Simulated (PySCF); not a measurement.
**Ag: excitation energy**

Ag [Kr] 4d10 5s1 (2S) → Ag [Kr] 4d10 5d1 (2D), as a difference of total energies. Computed with PySCF 2.14 in x2c-QZVPPall with one added diffuse shell each of s, p, d, f, g type (14s9p8d5f3g, 143 functions), with scalar relativity by spin-free X2C-1e. Correlated levels: valence: [Kr] frozen; valence and next inner shell: [Ar] 3d10 frozen. The calculations carry no spin-orbit coupling.

```
                                method  excitation energy (cm⁻¹)  error (cm⁻¹)
                                   UHF                     40320         -8436
                                   LDA                     52333         +3577
                                   PBE                     48862          +106
                                  PBE0                     47172         -1584
                                r2SCAN                     48977          +221
                         MP2 (valence)                     49115          +359
                     SCS-MP2 (valence)                     47809          -947
    MP2 (valence and next inner shell)                     50144         +1387
SCS-MP2 (valence and next inner shell)                     48523          -234
```

Reference: 48756 cm⁻¹ (measured; NIST levels, between the centres of gravity of the two terms).
